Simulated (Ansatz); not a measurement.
`[NH2][Zr]([OH])([F])[Cl]`, charge 0, multiplicity 1.

Question: Give a relaxed structure at PBE0-D4/def2-TZVP (Ansatz). (An estimate is asked.)

Answer: Ansatz gave: 
Z-matrix (Å, degrees):
```
Zr
O 1 1.904
F 1 1.909 2 114.1
N 1 2.014 2 106.2 3 -119.3
Cl 1 2.373 2 111.0 3 121.6
H 2 0.953 1 164.5 3 -59.9
H 4 1.011 1 125.7 2 -13.1
H 4 1.012 1 125.2 2 167.1
```
